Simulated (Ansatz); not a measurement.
The same path of H$_{3}$InS (5 atoms, charge 0, multiplicity 1) was run twice with different band settings. The coordinate that changes most is the dihedral H3–S1–In2–H5.

Theory: RKS PBE0-D4/def2-SVP (Ansatz).

Relaxed end points:

```xyz
5
Properties=species:S:1:pos:R:3
S 1.145 -0.948 0.919
In -0.189 0.622 -0.337
H 0.255 -1.958 0.807
H -1.695 0.039 -0.930
H 0.533 2.172 -0.500
```

```xyz
5
Properties=species:S:1:pos:R:3
S 0.260 -1.591 0.678
In -0.406 0.462 -0.397
H 1.436 -1.099 1.129
H -1.935 0.375 -1.176
H 0.695 1.779 -0.276
```

Common settings: movable images 5; climbing image yes; optimiser quadratic models (default); start path through a guess of the saddle point; force threshold 0.05 eV/Å; iteration limit 60; end points relaxed.

| run | spring |
| --- | --- |
| 1 | 5.0 eV/Å² |
| 2 | 50.0 eV/Å² |

Q: What does each run give, and how far can it be trusted?

A: Run 1: converged after 11 iterations, highest image 0.297 eV above the first end. A vibrational analysis at the climbing image gives one clearly imaginary mode, 369i cm⁻¹: a first-order saddle point.
Run 2: converged after 10 iterations, highest image 0.297 eV above the first end. Another band between the same ends (5 images) ends at a top of the same energy, where a vibrational analysis finds 1 clearly imaginary mode.
